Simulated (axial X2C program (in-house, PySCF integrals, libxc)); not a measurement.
Potential curves of MoC⁺, without spin–orbit coupling

All values were computed with an in-house all-electron X2C program for linear molecules (integrals from PySCF). Spin-free means the one-electron spin-free X2C Hamiltonian. Basis: Mo dyall-cv3z [11s12p9d5f3g], C dyall-v3z [7s6p2d1f] (cores contracted in-house); Gaussian nuclei, density fitting, unrestricted open shells. Masses: Mo 97.905 u, C 12.000 u.

State: M_S = 1/2, Λ = 2 (beyond evenly filled blocks: δ+α). Energies in eV from the fragments at the same level (Mo+ + C). Fits are polynomials in 1 − R0/R over 0.85 to 1.23 times the lowest point R0.

| R (Å) | PBE0 | LDA |
| --- | --- | --- |
| 1.4094 | -2.2441 | -4.4191 |
| 1.4742 | -3.1909 | -5.3990 |
| 1.5228 | -3.6057 | -5.8391 |
| 1.5714 | -3.8240 | -6.0820 |
| 1.6200 | -3.8870 | -6.1675 |
| 1.6767 | -3.8095 | -6.1120 |
| 1.7334 | -3.6125 | -5.9294 |
| 1.8063 | -3.2460 | -5.5621 |
| 1.8954 | -2.7227 | -4.9857 |
| 2.0250 | -1.9760 | -4.0399 |

One determinant describes the state; a PBE0 search over occupations chose it and may have missed a lower one. De is counted from the lowest determinant-based energies of the atoms at the same level, without counterpoise correction. PBE0 can misorder states that lie within some tenths of an eV, so this need not be the ground state of the molecule. The nearest other spin-free determinant of the search, M_S = 3/2, Λ = 0, lies 0.19 eV up at the distance of the search. The functionals have no current-density term, which raises determinants with orbital currents, atoms included. At some level and bond length an empty orbital lies below a filled one. The determinant is spin-polarised beyond a pure state at some levels (its spin-free form has ⟨S²⟩ too high), which makes Re and μ there less reliable.

What are Re, ωe and De at the PBE0 level?

At PBE0, spin-free: Re = 1.619 Å, ωe ≈ 1140 cm⁻¹, De = 3.89 eV to Mo+ + C; Be follows as 0.602 cm⁻¹.

Fit the LDA curve near its minimum: give the equilibrium distance, the harmonic wavenumber and the well depth.

At LDA, spin-free: Re = 1.627 Å, ωe ≈ 1130 cm⁻¹, De = 6.17 eV to Mo+ + C; Be follows as 0.595 cm⁻¹.
